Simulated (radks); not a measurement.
Values are calculated unless marked as measured or tabulated.
Numerical settings for the ruthenium ion Ru2+, [Kr] 4d6. Code: a radial shooting solver on a logarithmic mesh with Libxc functionals. Model: Dirac Kohn-Sham, PBE, spin-unpolarised, spherical densities, finite nucleus; open shells fill j = l - 1/2 first; Fermi nuclear charge, rms radius 4.4809 fm. The defaults (mesh step 0.008 in ln r, mesh end at 40 bohr or more with all orbitals vanishing there, Anderson mixing 0.5 over 9 steps, residual threshold near 1e-9 with the energy settled to 1e-9 hartree or 1e-11 of itself, here a cap of 66 iterations) give E = -4530.5503 hartree and 4d5/2 at -23.918 eV in 14 iterations. Run on one thread of a shared host, so times are rough (Intel(R) Xeon(R) 6975P-C): 0.09 s of CPU time, 0.09 s wall, 14 iterations on 2198 mesh points. Changes against that run (0 stands for a change within the tolerance of the run):

| setting | iterations | converged | E (mhartree) | e(4d5/2) (meV) | CPU (s) |
|---|---|---|---|---|---|
| mesh step in ln r 0.02 | 14 | yes | 0 | 0 | 0.04 |
| mesh step in ln r 0.012 | 14 | yes | 0 | 0 | 0.06 |
| mesh step in ln r 0.003 | 15 | yes | 0 | 0 | 0.23 |
| mesh end (bohr) 400 | 14 | yes | 0 | 0 | 0.09 |
| mesh end (bohr) 20 | 14 | yes | 0 | 0 | 0.08 |
| residual threshold 0.01 | 9 | yes | 0 | -0.09 | 0.07 |
| residual threshold 1e-05 | 9 | yes | 0 | -0.09 | 0.07 |
| mixing 1.5 | 15 | yes | 0 | 0 | 0.09 |
| linear mixing, mixing 0.8 | 57 | yes | 0 | 0 | 0.29 |
| linear mixing, mixing 0.05 | 66 | no | +0.0692 | -354 | 0.43 |
| mixing history 2 | 19 | yes | 0 | 0 | 0.1 |
| iteration cap 2 | 2 | no | +1.16e+03 | -1.96e+04 | 0.02 |

No run marked as converged misses the energy by more than 1 mhartree. A mesh that ends early acts as a hard wall.
